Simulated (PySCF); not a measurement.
NbO, quartet, at a GFN2-xTB geometry (such geometries of metal compounds can be far from the true shape) (core potentials on Nb); PySCF with CAMB3LYP/def2-TZVP.

The PySCF input:
```python
from pyscf import gto, scf, dft

mol = gto.Mole()
mol.atom = '''
    Nb   -0.00000000   -0.00000000   -0.28078053
    O     0.00000000    0.00000000    1.43900022
'''
mol.basis = 'def2-tzvp'
mol.ecp = {'Nb': 'def2-tzvp'}
mol.spin = 3
mol.verbose = 4
mol.build()

mf = dft.UKS(mol)
mf.xc = 'camb3lyp'
mf.grids.atom_grid = (99, 590)
mf.grids.prune = None
mf.kernel()
```

Task: Write the output that PySCF gives for this input, abridged.

Result: 
```
PySCF version 2.14.0

[INPUT] verbose = 4
[INPUT] num. atoms = 2
[INPUT] num. electrons = 21
[INPUT] charge = 0
[INPUT] spin (= nelec alpha-beta = 2S) = 3
[INPUT] symmetry False subgroup None
[INPUT] Mole.unit = angstrom
[INPUT] Symbol           X                Y                Z      unit          X                Y                Z       unit  Magmom
[INPUT]  1 Nb     0.000000000000   0.000000000000  -0.280780530000 AA    0.000000000000   0.000000000000  -0.530598302810 Bohr   0.0
[INPUT]  2 O      0.000000000000   0.000000000000   1.439000220000 AA    0.000000000000   0.000000000000   2.719316308989 Bohr   0.0

nuclear repulsion = 32.0008407674525
number of shells = 25
number of NR pGTOs = 106
number of NR cGTOs = 71
basis = def2-tzvp
ecp = {'Nb': 'def2-tzvp'}

******** <class 'pyscf.dft.uks.UKS'> ********
method = UKS
initial guess = minao
damping factor = 0
level_shift factor = 0
DIIS = <class 'pyscf.scf.diis.CDIIS'>
diis_start_cycle = 1
diis_space = 8
diis_damp = 0
SCF conv_tol = 1e-09
SCF conv_tol_grad = None
SCF max_cycles = 50
direct_scf = True
direct_scf_tol = 1e-13
number electrons alpha = 12  beta = 9
XC library pyscf.dft.libxc version 7.1.2
    S. Lehtola, C. Steigemann, M. J. T. Oliveira, and M. A. L. Marques,  SoftwareX 7, 1–5 (2018)
XC functionals = camb3lyp
    T. Yanai, D. P. Tew, and N. C. Handy,  Chem. Phys. Lett. 393, 51 (2004)
radial grids:
    Treutler-Ahlrichs [JCP 102, 346 (1995); DOI:10.1063/1.469408] (M4) radial grids

becke partition: Becke, JCP 88, 2547 (1988); DOI:10.1063/1.454033
pruning grids: None
grids dens level: 3
symmetrized grids: False
atomic radii adjust function: <function treutler_atomic_radii_adjust>
User specified grid scheme (99, 590)
small_rho_cutoff = 0
Set gradient conv threshold to 3.16228e-05
tot grids = 116824
init E= -125.731779237121

cycle= 1 E= -131.553511548422  delta_E= -5.82  |g|= 1.01  |ddm|=  3.2

cycle= 2 E= -130.759710937521  delta_E= 0.794  |g|= 1.27  |ddm|= 2.85
cycle= 3 E= -131.908065416656  delta_E= -1.15  |g|= 0.577  |ddm|=  2.6
cycle= 4 E= -132.024024804317  delta_E= -0.116  |g|= 0.254  |ddm|= 0.269
cycle= 5 E= -132.058721562866  delta_E= -0.0347  |g|= 0.0297  |ddm|= 0.233
cycle= 6 E= -132.059779727351  delta_E= -0.00106  |g|= 0.0197  |ddm|= 0.0631
cycle= 7 E= -132.060282556776  delta_E= -0.000503  |g|= 0.00967  |ddm|= 0.0375
cycle= 8 E= -132.06079200401  delta_E= -0.000509  |g|= 0.00551  |ddm|= 0.0551
cycle= 9 E= -132.061116769358  delta_E= -0.000325  |g|= 0.0056  |ddm|= 0.0362
cycle= 10 E= -132.06095002626  delta_E= 0.000167  |g|= 0.00536  |ddm|= 0.0183
cycle= 11 E= -132.059963838385  delta_E= 0.000986  |g|= 0.00573  |ddm|= 0.14
cycle= 12 E= -132.059557321729  delta_E= 0.000407  |g|= 0.0069  |ddm|= 0.116
cycle= 13 E= -132.059541792724  delta_E= 1.55e-05  |g|= 0.00399  |ddm|= 0.0241
cycle= 14 E= -132.059533996197  delta_E= 7.8e-06  |g|= 0.00169  |ddm|= 0.0416
cycle= 15 E= -132.059536017327  delta_E= -2.02e-06  |g|= 0.000348  |ddm|= 0.00507
cycle= 16 E= -132.059535999006  delta_E= 1.83e-08  |g|= 0.000121  |ddm|= 0.00403
cycle= 17 E= -132.059536040356  delta_E= -4.14e-08  |g|= 5.24e-05  |ddm|= 0.00144
cycle= 18 E= -132.0595360372  delta_E= 3.16e-09  |g|= 6.18e-05  |ddm|= 0.000356
cycle= 19 E= -132.059536037715  delta_E= -5.15e-10  |g|= 1.44e-05  |ddm|= 0.000306
Extra cycle  E= -132.059536037846  delta_E= -1.31e-10  |g|= 1.54e-05  |ddm|= 3.03e-05
converged SCF energy = -132.059536037846  <S^2> = 3.7614889  2S+1 = 4.0057403
```
